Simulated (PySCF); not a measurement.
AsH2, SMILES [AsH2], multiplicity 2. Coordinates come from a PBE0-D3(BJ)/def2-TZVPD optimisation. The isomer is the one that the SMILES or the coordinates give; other isomers of the formula were not compared.

Level of theory: PBE0-D3(BJ)/def2-TZVPD (PySCF).

Harmonic wavenumbers (cm⁻¹): 1001, 2197, 2209. Rotational constants (GHz): 224.0, 212.3, 109.0; symmetry number 2.

**Question.** Work out the zero-point energy and the ideal-gas rigid-rotor harmonic-oscillator thermochemistry at 298.15 K and 1 atm.

**Answer.** ZPE = ½ Σ hcν = ½ × 5407 cm⁻¹ = 7.73 kcal/mol. H − E(el) = 10.12 kcal/mol. Entropy in cal/(mol K): translation 38.94, rotation 13.41, vibration 0.09, spin 1.38, total 53.82. G − E(el) = -5.92 kcal/mol. Cp = 8.34 cal/(mol K).
